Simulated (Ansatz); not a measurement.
Correlation energies of CH$_{4}$ClFNV (`[CH3][V](=[NH])([F])[Cl]`) by basis set

```xyz
9

C    -0.776    0.985    0.099
V     0.203   -0.746    0.243
N     1.228   -0.641   -0.976
F    -0.958   -2.005   -0.005
Cl    1.256   -0.730    2.124
H    -0.075    1.815    0.187
H    -1.496    0.986    0.923
H    -1.286    1.024   -0.866
H     1.902   -0.687   -1.730
```

Charge 0, multiplicity 1. Correlated methods include outer-core shells of V, which these sets cover unevenly. Scalar relativity is left out up to krypton. The structure was optimised at the PBE0-D4/def2-TZVP level. It is one conformer, not always the lowest. Frozen core, restricted reference, Ansatz 0.2.0.

```
     basis      HF (Eh)  MP2 corr.
  def2-SVP  -1595.99642   -1.12696
def2-TZVPP  -1596.53846   -1.48652
def2-QZVPP  -1596.57731   -1.59153
```

Question: Estimate the CCSD correlation energy and the (T) correction in each basis where they were run (hartree).

Answer: 
| basis | CCSD corr. | (T) |
| --- | --- | --- |
| def2-SVP | -1.08103 | -0.06747 |
| def2-TZVPP | -1.42340 | -0.09366 |
